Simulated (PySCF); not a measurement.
# Simulated absorption spectrum

C7H7Cl.
Atom-mapped SMILES: `[CH:1]#[C:2]/[CH:3]=[CH:4]/[CH2:5]/[CH:6]=[CH:7]/[Cl:8]` (hydrogens: H9 on C1; H10 on C3; H11 on C4; H12, H13 on C5; H14 on C6; H15 on C7)

The calculation used TDDFT PBE0/def2-SVPD, vertical, gas phase, core orbitals frozen in the response (PySCF). One conformer (not necessarily the lowest) at the GFN2-xTB geometry, without solvent, vibrations or thermal averaging. Torsions of this conformer, `[CH:1]#[C:2]/[CH:3]=[CH:4]/[CH2:5]/[CH:6]=[CH:7]/[Cl:8]`: C3–C4–C5–C6 -117°, C4–C5–C6–C7 -116°.

Computed states:

```json
{"state": "S1", "E (eV)": "5.24", "f": "0.399"}
{"state": "S2", "E (eV)": "5.35", "f": "0.123"}
{"state": "S3", "E (eV)": "5.61", "f": "0.014"}
{"state": "S4", "E (eV)": "6.08", "f": "0.018"}
{"state": "S5", "E (eV)": "6.40", "f": "0.0063"}
{"state": "S6", "E (eV)": "6.61", "f": "0.015"}
```

Broadening: Gaussians 0.5 eV wide at half height, area fixed by f = 4.319×10⁻⁹ ∫ε dν̃. The cross-section is σ = 3.8235×10⁻²¹ ε cm², given in Mb (10⁻¹⁸ cm²). The width is an assumption, not a result. The curve ends short of the highest state used, and states not computed would add to its high-energy end.

Task: What does the envelope look like, and where are its maxima?

Result: 
(λ (nm), σ (Mb)): (206.2, 4.55), (207.8, 4.68), (209.4, 5.07), (211.1, 5.95), (212.7, 7.46), (214.3, 9.85), (215.9, 13.38), (217.6, 18.58), (219.2, 25.00), (220.8, 32.92), (222.4, 42.21), (224.0, 52.56), (225.7, 64.20), (227.3, 75.11), (228.9, 85.25), (230.5, 93.93), (232.1, 100.53), (233.8, 104.77), (235.4, 105.89), (237.0, 104.22), (238.6, 99.98), (240.3, 93.11), (241.9, 84.96), (243.5, 75.76), (245.1, 66.08), (246.7, 56.42), (248.4, 46.63), (250.0, 38.20), (251.6, 30.70), (253.2, 24.22), (254.9, 18.47), (256.5, 14.07), (258.1, 10.54), (259.7, 7.78), (261.3, 5.65), (263.0, 3.96), (264.6, 2.80), (266.2, 1.95), (267.8, 1.34), (269.5, 0.89), (271.1, 0.60), (272.7, 0.40), (274.3, 0.26), (275.9, 0.17)

Maxima: 235 nm (5.27 eV), ε about 28000, made up of S1 (77%) and S2 (22%) (ε in L mol⁻¹ cm⁻¹; maxima over ε = 5, shares over 10%).

Task: What would ε be at 5.27 eV, the highest of these maxima, with half the width (0.25 eV)?

Result: About 51400 L mol⁻¹ cm⁻¹ against 27700, a factor of about 1.9; a lone state at its own centre would give exactly 2.

Task: On this curve, what absorbance would a 10⁻⁵ mol/L sample give at 222 nm over a 1 cm path?

Result: 222 nm is 5.585 eV, where ε is about 10000 L mol⁻¹ cm⁻¹, so A = ε c l ≈ 0.1 (Beer–Lambert, with the gas-phase spectrum and the assumed width).

Task: Coming from long wavelengths, where does ε first pass 100 L mol⁻¹ cm⁻¹?

Result: At about 273 nm (4.54 eV), 0.70 eV below S1.

On Arm Neoverse V1, one thread, no GPU, on a shared host, this took 35 s wall and 0.89 GiB of memory at its peak.
